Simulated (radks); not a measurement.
Initial-state core-level shifts of the erbium ion Er+ when its valence configuration changes from [Xe] 4f12 6s1. All-electron calculation, scalar-relativistic Kohn-Sham, BLYP, spin-polarised, spherical densities, point nucleus; open shells are filled with parallel spins first (spin-orbit coupling, left out, can overturn this in heavy ions). Program: a radial shooting solver on a logarithmic mesh with Libxc functionals. Shifts are changes of the shell-averaged eigenvalues in eV (positive: less bound).

valence,2s,3d,4s,4d
4f13,+6.210,+6.598,+6.585,+6.412
4f11.5 6s1 6p0.5,-5.016,-5.296,-5.229,-5.085
4f12 6p1,-1.391,-1.375,-1.384,-1.392
4f12.5 6s0.5,+3.604,+3.831,+3.808,+3.702
4f11 6s2,-9.300,-9.921,-9.723,-9.393
4f11 5d1 6s1,-6.958,-7.624,-7.421,-7.063
4f11 6s1 6p1,-10.544,-11.159,-10.965,-10.636
4f12 6s0.5 6p0.5,-0.705,-0.697,-0.701,-0.705
4f12 5d0.5 6s0.5,+0.766,+0.747,+0.755,+0.770
